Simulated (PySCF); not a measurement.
Input file for PySCF: D3(BJ) and D4 dispersion corrections on CH3FOSn (SMILES C[O][Sn][F]), a point of a torsion scan.

```python
from pyscf import gto
from pyscf.dispersion import dftd3, dftd4

mol = gto.M(
    atom='''
    C    -1.04180795   -0.13065798    0.22578098
    O    -0.06779478    0.82208375   -0.13911160
    Sn    1.43064955    1.65528583   -1.16696027
    F     1.89135463    0.30678614   -2.70094925
    H    -1.01218929   -0.99245374   -0.44217970
    H    -2.03212147    0.32706817    0.17531031
    H    -0.85595935   -0.46417957    1.24898926
    ''',
    basis='def2-svp',
    charge=0, spin=0, verbose=0, max_memory=1800)
d3, d4 = {}, {}
for xc in ['hf', 'pbe', 'blyp', 'revpbe', 'tpss', 'r2scan', 'b3lyp', 'pbe0', 'bhlyp', 'camb3lyp', 'b2plyp']:
    d3[xc] = float(dftd3.DFTD3Dispersion(mol, xc=xc, version='d3bj', atm=False).get_dispersion()['energy'])
    print(f'D3(BJ) {xc:10s} {d3[xc]:14.8f} Eh')
for xc in ['hf', 'pbe', 'blyp', 'revpbe', 'tpss', 'r2scan', 'b3lyp', 'pbe0', 'bhlyp', 'camb3lyp', 'b2plyp']:
    d4[xc] = float(dftd4.DFTD4Dispersion(mol, xc={'camb3lyp': 'cam-b3lyp'}.get(xc, xc), atm=True).get_dispersion()['energy'])
    print(f'D4     {xc:10s} {d4[xc]:14.8f} Eh')
```

Program output:

```
D3(BJ) hf            -0.03235823 Eh
D3(BJ) pbe           -0.00395642 Eh
D3(BJ) blyp          -0.00878110 Eh
D3(BJ) revpbe        -0.00970669 Eh
D3(BJ) tpss          -0.00514701 Eh
D3(BJ) r2scan        -0.00113327 Eh
D3(BJ) b3lyp         -0.00725140 Eh
D3(BJ) pbe0          -0.00357894 Eh
D3(BJ) bhlyp         -0.00595229 Eh
D3(BJ) camb3lyp      -0.00350552 Eh
D3(BJ) b2plyp        -0.00357436 Eh
D4     hf            -0.01528603 Eh
D4     pbe           -0.00439391 Eh
D4     blyp          -0.00959421 Eh
D4     revpbe        -0.01294986 Eh
D4     tpss          -0.00592243 Eh
D4     r2scan        -0.00104867 Eh
D4     b3lyp         -0.00714132 Eh
D4     pbe0          -0.00373575 Eh
D4     bhlyp         -0.00578161 Eh
D4     camb3lyp      -0.00383739 Eh
D4     b2plyp        -0.00306704 Eh
```

The run finished.

Cost: around 0.04 core-seconds (rough).
